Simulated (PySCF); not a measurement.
# Vertical excitation energies

Species: C5H9OP.
SMILES: `C=C[P@@]1(=O)C[C@@H]1C`

Computed with TDDFT B3LYP/def2-SVPD, vertical, gas phase, core orbitals frozen in the response in PySCF 2.14.0, density-fitted response routines. Geometry: GFN2-xTB, one conformer, isolated molecule. Torsions of this conformer, `[CH2:1]=[CH:2][P@@:3]1(=[O:4])[CH2:5][C@@H:6]1[CH3:7]`: C1–C2–P3–O4 1°.

```tsv
state	E (eV)	ν̃ (cm⁻¹)	f	|μ| (D)	main configurations (H = HOMO, L = LUMO)
S1	4.87	39280	0.125	2.60	H→L (96%)
S2	5.53	44630	0.0008	0.20	H-1→L (98%)
S3	5.72	46170	0.0096	0.67	H→L+1 (95%)
S4	6.56	52920	0.0012	0.22	H→L+2 (93%)
S5	6.77	54630	0.0077	0.55	H-1→L+1 (85%)
S6	6.82	55020	0.045	1.32	H→L+3 (88%)
S7	6.90	55650	0.110	2.05	H-3→L (61%), H-2→L (25%)
S8	7.00	56470	0.167	2.50	H-3→L (31%), H→L+4 (31%), H-2→L (30%)
```

Triplets (Tamm–Dancoff): T1 4.00 eV, H→L (72%), H-2→L (25%); T2 4.87 eV, H-2→L (66%), H→L (26%); T3 5.29 eV, H-1→L (90%).

The lowest singlet comes at 255 nm (470 kJ/mol) in the ultraviolet; it is of moderate strength; its leading configuration is HOMO→LUMO (96%). The most intense listed level is S8 at 7.00 eV (177 nm, f = 0.167), 2.13 eV above S1. It is the last of those listed, so stronger ones may follow. Löwdin shares by element: HOMO carbon 33% or more, oxygen 30%, phosphorus 18% (atoms not listed hold the other 19%); LUMO carbon 67% or more, phosphorus 8%, hydrogen 5% or more (atoms not listed hold the other 20%). The oscillator strengths of these states sum to 0.466; summed over the whole spectrum of an exact calculation they would give the number of electrons, 62 (Thomas–Reiche–Kuhn). The listed states span 2.13 eV, and the widest gap between neighbours is 0.84 eV (S3 to S4). Orbital energies (eV): HOMO-3 -9.03, HOMO-2 -8.33, HOMO-1 -7.70, HOMO -6.69, LUMO -1.17, LUMO+1 0.06, LUMO+2 0.84. Only the lowest 8 singlets were computed, as vertical energies without vibronic structure.

Rough CPU time on one thread of a shared machine: about 90 s.
